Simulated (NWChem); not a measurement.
**Correlation energy of BCl (+1)**

```
Cl
B 1 1.6037
```
Charge +1, spin multiplicity 2.

All runs are NWChem calculations. The geometry was optimised at UPBE0/def2-SVP, a minimum by its harmonic frequencies.

Basis set: def2-TZVP. Each correlation energy counts from its own Hartree-Fock reference.

```tsv
method	correlation energy (mHa)
CCSD[T] on UHF	-259.5
CCSD on ROHF	-247.3
CCSD(T) on ROHF	-260.5
CCSD on UHF	-246.0
SCS-UMP2	-220.1
CCSD(T) on UHF	-258.9
CCSD[T] on ROHF	-261.2
UMP2	-225.1
```

The values span 41.0 mHa, from CCSD[T] on ROHF (lowest) to SCS-UMP2 (highest). 

The correlated methods keep 6 core orbitals frozen. This spin state was chosen for the runs; another may lie lower. The structure started from a generated list of species. The unpaired electrons of the parent sit in orbitals of symmetry a1 (C2v labels of the run); other states weren't searched. No SCF solution was tested for a lower state. Open-shell Hartree-Fock references start from PBE0 orbitals. No row is a measurement; the coupled-cluster row has its own basis-set and correlation limits.
